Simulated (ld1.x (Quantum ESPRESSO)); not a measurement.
The numbers below are computed, except where a source is named.
**Hardness and transferability of assorted potentials**

Generated with ld1.x 7.5 (TM, RRKJ, ultrasoft, PAW), atompaw 4.2 or ONCVPSP 4.0.1. The cutoff is in Ry: for ld1.x and atompaw files where the sum of valence levels is converged to 10 mRy in a Bessel basis, for ONCV files where the hardest occupied wave has 1 mHa per electron of residual kinetic energy. The error is the largest all-electron minus pseudo excitation energy over each file’s own four to seven test configurations (ionisations up to +4, promotions, holes and added fractions of an electron), all of which were solved. The labels leave out finer settings (local radius, basis sizes, second energies), which also bear on the numbers. Spin-polarised tests are not counted. The rows are a selection from randomly drawn settings: files with unsolved tests, undetermined cutoffs or missed reference levels are left out.

A true bound ghost makes a file unfit for plane-wave use even where its test errors are small: the radial tests pick states by their node count and pass the ghost by.

| element | potential | cutoff (Ry) | largest error (meV) | bound ghosts |
| --- | --- | --- | --- | --- |
| As | TM, PBEsol, scalar-relativistic, rc 1.65/2.00/1.95 (spd), local d, core correction no, reference 4s1 4p4 | 21 | -119 | p |
| Hf | TM, PBE, scalar-relativistic, rc 3.00/3.75/2.75 (spd), local s, core correction yes, reference 5d2 6s1 6p1 | 21 | -93 | none |
| Ta | TM semilocal, PBEsol, scalar-relativistic, rc 1.50/1.50/3.10 (spd), local d, core correction yes, reference 5s2 5p6 5d3 6s0 6p0 | 80 | +1379 | none |
| Bi | TM semilocal, revPBE, scalar-relativistic, rc 1.85/2.40/1.25 (spd), local s, core correction no, reference 5d10 6s2 6p3 | 90 | -141 | none |
| Bi | TM, PBE, fully relativistic, rc 1.45/2.50/2.55 (spd), local s, core correction no, reference 6s2 6p1.5 | 60 | +358 | none |

Problem. Fill in the row for I: TM, LDA (PZ), scalar-relativistic, rc 1.80/1.75/1.40 (spd), local d, core correction yes, reference 5s2 5p3.5.

Solution. cutoff 35 Ry, largest error -84 meV, bound ghosts: s, p.
